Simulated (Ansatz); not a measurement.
Relaxation of GaH$_{4}$N (6 atoms, charge 0, multiplicity 1), to a largest force component of 0.02 eV/Å in at most 40 steps.

Level of theory: RKS BHLYP-D4/def2-mTZVP (Ansatz).

```xyz
6
Properties=species:S:1:pos:R:3:forces:R:3
Ga 0.000 0.000 0.000 1.13 0.00 -0.65
H 0.000 0.000 1.570 0.07 -0.01 -0.03
N 1.671 0.000 -0.965 -0.08 0.00 0.05
H 2.138 -0.918 -1.217 -0.60 2.50 0.31
H 2.123 0.918 -1.243 -0.57 -2.50 0.36
H -1.360 0.000 -0.785 0.06 0.01 -0.04
```

Problem. Where does it end, and by what steps?

Solution. The run converged. After 8 steps the energy has fallen by 0.900 eV; H4 moved furthest, 0.95 Å.

| step | energy less start (eV) | largest force component (eV/Å) | accepted |
| --- | --- | --- | --- |
| 0 | 0.0000 | 2.498 | yes |
| 1 | -0.2582 | 0.648 | yes |
| 2 | -0.3060 | 0.144 | yes |
| 3 | -0.4211 | 1.087 | yes |
| 4 | -0.6042 | 1.428 | yes |
| 5 | -0.8025 | 0.449 | yes |
| 6 | -0.8945 | 0.193 | yes |
| 7 | -0.8986 | 0.130 | yes |
| 8 | -0.8995 | 0.005 | yes |

```xyz
6
Properties=species:S:1:pos:R:3
Ga 0.018 0.000 -0.011
H 0.041 -0.559 1.445
N 1.590 0.001 -0.918
H 2.456 -0.330 -0.542
H 1.699 0.331 -1.856
H -1.232 0.557 -0.758
```

Whether the end is a true minimum wasn't checked by a vibrational analysis.

Time of the run: 19 s on 1 thread of Arm Neoverse V2, on a shared host, peak memory 0.12 GiB.
